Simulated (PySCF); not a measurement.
Computed shifts of a molecule CH4ClF2NSi, PBE0/pcSseg-1 (PySCF), GIAO, gas phase, atoms alike by connectivity averaged where their shifts nearly agree, in ppm (number of nuclei): ¹³C: 31.1 (1). ¹⁵N: 35.0 (1). ²⁹Si: -45.7 (1). ¹⁹F: -123.7 (1), -149.3 (1). ¹H: 2.97 (3), 1.22 (1). References: ¹³C against TMS (σ = 186.3 ppm); ¹⁵N against NH3 (σ = 267.4 ppm); ²⁹Si against TMS (σ = 352.7 ppm); ¹⁹F against CFCl3 (σ = 167.2 ppm); ³⁵Cl against HCl (σ = 945.9 ppm); ¹H against TMS (σ = 31.56 ppm), references at their B3LYP-D3(BJ)/def2-TZVP geometries, non-relativistic (without spin–orbit terms, shifts of atoms bonded to Cl or Br come out too high). Coordinates come from a ωB97X-D3(BJ)/def2-SVP optimisation. One conformer was computed; it need not be the lowest.

### Question
Which structure fits?
A. N[Si@@](F)(Cl)CF
B. CN[Si](F)(F)Cl
C. N[Si@H](Cl)C(F)F
D. NC[Si](F)(F)Cl

### Answer
B, CN[Si](F)(F)Cl
